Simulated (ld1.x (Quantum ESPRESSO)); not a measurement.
Hf: PAW pseudisation with PBE, scalar-relativistic reference atom.

ld1.x (Quantum ESPRESSO) 7.5 input, shortened:

```
&input
   title='Hf', zed=72., rel=1, dft='PBE', iswitch=3,
   config='[Xe] 4f14 5d2 6s2 6p0'
 /
 &inputp
   pseudotype=3, lpaw=.true., tm=.true., lloc=-1, rcloc=3.95,
   nlcc=.true., new_core_ps=.true.,
   which_augfun='PSQ', rmatch_augfun_nc=.true.
 /
6
6S  1  0   2.00   0.00  2.55  3.25  0.0
6S  1  0   0.00   0.05  2.55  3.25  0.0
6P  2  1   0.00   0.00  3.75  4.45  0.0
6P  2  1   0.00   0.55  3.75  4.45  0.0
5D  3  2   2.00   0.00  2.25  2.90  0.0
5D  3  2   0.00   0.15  2.25  2.90  0.0
 &test
   configts(1)='5d2 6s2 6p0'
 /
```

All-electron outer shells of the reference configuration (PBE, scalar-relativistic, ld1.x):

```tsv
shell	level (eV)	outermost node (bohr)	outermost maximum (bohr)
5p	-35.57	0.60	1.16
4f	-16.83	–	0.45
6s	-5.11	1.37	2.89
5d	-2.69	0.67	1.69
6p	-1.40	1.66	4.05
```

What the tests gave:

- Cutoffs needed: 10 Ry and 12 Ry (the cutoffs (Ry, on a coarse ladder) from which the occupation-weighted sum of valence levels, in a spherical-Bessel basis at the reference potential, stays within 10 and 1 mRy of its value at 400 Ry)
- Ghost test: no extra level below or beside the all-electron valence levels (s, p, d, f tested) (spherical-Bessel basis up to 400 Ry, 20 bohr box)
- Configuration tests: test run stopped at test 1 of 7 (negative rho)
- Lowest eigenvalue of the overlap operator: 0.37 (s channel)
- Density cutoff estimated by the generator: 79 Ry

Generation and tests took about 1.2 s on one core of a shared server CPU.
